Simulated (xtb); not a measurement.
CH2, charge +1, doublet, from a rough starting geometry (a state made from the parent by changing its charge; the spin is typed, not shown lowest); GFN2-xTB (xtb 6.7.1).

xtb was given this input:
```
$ xtb mol.xyz --gfn 2 --chrg 1 --uhf 1 --opt vtight --json

# file mol.xyz
3

C     -0.00928733     0.00788034    -0.00029755
H     -1.12606222    -0.03484669    -0.00858941
H      1.07200753     0.02988465    -0.02967992
```

Output, abridged:

```
   ID    Z sym.   atoms
    1    6 C      1
    2    1 H      2, 3

           -------------------------------------------------
          |                Calculation Setup                |
           -------------------------------------------------

           -------------------------------------------------
          |                 G F N 2 - x T B                 |
           -------------------------------------------------

          ...................................................
          :                      SETUP                      :
          :.................................................:
          :  # basis functions                   6          :
          :  # atomic orbitals                   6          :
          :  # shells                            4          :
          :  # electrons                         5          :
          :  max. iterations                   250          :
          :  Hamiltonian                  GFN2-xTB          :
          :  restarted?                      false          :
          :  GBSA solvation                  false          :
          :  PC potential                    false          :
          :  electronic temp.          300.0000000     K    :
          :  accuracy                    1.0000000          :
          :  -> integral cutoff          0.2500000E+02      :
          :  -> integral neglect         0.1000000E-07      :
          :  -> SCF convergence          0.1000000E-05 Eh   :
          :  -> wf. convergence          0.1000000E-03 e    :
          :  Broyden damping             0.4000000          :
          :  net charge                          1          :
          :  unpaired electrons                  1          :
          ...................................................

 iter      E             dE          RMSdq      gap      omega  full diag
   1     -2.3938614 -0.239386E+01  0.121E+01    0.00       0.0  T
   2     -2.4010275 -0.716608E-02  0.736E+00    0.00       1.0  T
   3     -2.4022093 -0.118182E-02  0.897E-01    0.00       1.0  T
   4     -2.4028917 -0.682408E-03  0.312E-01    0.00       1.0  T
   5     -2.4030221 -0.130416E-03  0.184E-01    0.00       1.0  T
   6     -2.4030357 -0.135519E-04  0.618E-02    0.00       1.0  T
   7     -2.4030401 -0.443243E-05  0.250E-03    0.00      23.1  T
   8     -2.4030401 -0.661216E-08  0.786E-04    0.00      73.4  T
   9     -2.4030401 -0.626389E-09  0.128E-04    0.00     451.3  T

[...]
         :: total energy              -2.371764658403 Eh    ::
 * total energy  :    -2.3717647 Eh     change       -0.1312994E-10 Eh
 * total energy  :    -2.3721772 Eh     change       -0.4125870E-03 Eh
 * total energy  :    -2.3722397 Eh     change       -0.6240853E-04 Eh
 * total energy  :    -2.3722435 Eh     change       -0.3848083E-05 Eh
 * total energy  :    -2.3722457 Eh     change       -0.2210185E-05 Eh
 * total energy  :    -2.3722460 Eh     change       -0.3351857E-06 Eh
 * total energy  :    -2.3722460 Eh     change       -0.1754565E-09 Eh
   *** GEOMETRY OPTIMIZATION CONVERGED AFTER 7 ITERATIONS ***
         :: total energy              -2.372246047574 Eh    ::
[...]
         2        2.0000           -0.8998822             -24.4870
         3        0.5000           -0.8066956             -21.9513 (HOMO)
         4        0.5000           -0.8066956             -21.9513 (LUMO)
         5                         -0.3748570             -10.2004
         6                          0.0073390               0.1997
      -------------------------------------------------------------
                  HL-Gap            0.0000000 Eh            0.0000 eV
             Fermi-level           -0.8299922 Eh          -22.5852 eV

     #   Z          covCN         q      C6AA      α(0)
     1   6 C        1.843     0.198    26.446     8.308
     2   1 H        0.921     0.401     0.475     1.078
     3   1 H        0.921     0.401     0.475     1.078

 Mol. C6AA /au·bohr⁶  :         42.508264
 Mol. C8AA /au·bohr⁸  :       1052.644316
 Mol. α(0) /au        :         10.462545

Wiberg/Mayer (AO) data.
largest (>0.10) Wiberg bond orders for each atom

 ---------------------------------------------------------------------------
     #   Z sym  total        # sym  WBO       # sym  WBO       # sym  WBO
 ---------------------------------------------------------------------------
     1   6 C    1.648 --     2 H    0.824     3 H    0.824
     2   1 H    0.839 --     1 C    0.824
     3   1 H    0.839 --     1 C    0.824
 ---------------------------------------------------------------------------

Topologies differ in total number of bonds
Writing topology from bond orders to xtbtopo.mol

molecular dipole:
                 x           y           z       tot (Debye)
 q only:       -0.040       0.002      -0.024
   full:       -0.040       0.002      -0.024       0.119
molecular quadrupole (traceless):
                xx          xy          yy          xz          yz          zz
 q only:        3.535       0.156      -1.766      -0.049      -0.002      -1.769
  q+dip:        5.221       0.231      -2.608      -0.074      -0.002      -2.613
   full:        3.528       0.156      -1.763      -0.049      -0.002      -1.766

optimized geometry written to: xtbopt.xyz

           -------------------------------------------------
          | TOTAL ENERGY               -2.372246047574 Eh   |
          | GRADIENT NORM               0.000000815950 Eh/α |
          | HOMO-LUMO GAP               0.000000004964 eV   |
           -------------------------------------------------

normal termination of xtb
```
